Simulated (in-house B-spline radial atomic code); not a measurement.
Values are calculated unless marked as measured or tabulated.
Correlation energy from the adiabatic connection: ω²r²/2 − Z/r, ω = 1.45, Z = 1.5

Two electrons in a singlet, external potential ω²r²/2 − Z/r, ω = 1.45, Z = 1.5 (atomic units). Full CI in B-splines (partial waves to l = 8, correlation up to 0.6 % small) with the density held fixed gives W(λ) = <V_ee>_λ − U, and E_c is the integral of W(λ) − W(0) from 0 to 1.

```tsv
λ	W(λ) − W(0) (hartree)
0	0.00000
0.02	-0.00184
0.05	-0.00456
0.12	-0.01081
0.25	-0.02200
0.4	-0.03428
0.6	-0.04966
0.8	-0.06402
1	-0.07745
```

(1) Integrate the table by the trapezoid rule.

(2) Now use only three numbers: W(0) = -1.2347, the initial slope W'(0) = -0.09215 (extrapolated from the first points) and the strong-coupling limit of the point-charge-plus-continuum model, W∞ = -1.7178. What do second-order theory and the interpolation W(λ) = W∞ + (W(0) − W∞)/√(1 + 2χλ) of Seidl, Perdew and Levy give?

Results:

(1) The strips give -0.00002, -0.00010, -0.00054, -0.00213, -0.00422, -0.00839, -0.01137, -0.01415, which sum to -0.04091 hartree. The direct value, W(1) − W(0) + T_c with T_c = 0.03647, is -0.04098; the curve is convex, so chords lie above it and the trapezoids fall short in size by 0.16 %.

(2) Second order keeps the slope alone: E_c = W'(0)/2 = -0.04607, +12 % in size against -0.04098. Matching the slope fixes χ = W'(0)/(W∞ − W(0)) = -0.09215/(-0.48310) = 0.19075. Integrating, with s = √(1 + 2χ) = 1.175370, E_c = −(W(0) − W∞)(s − 1)/(s + 1) = −0.48310 × 0.175370/2.175370 = -0.03895 hartree, -5.0 % in size against the full result. At λ = 1 the formula gives W − W(0) = -0.07208 against -0.07745. Part of the miss can come from the model's W∞.
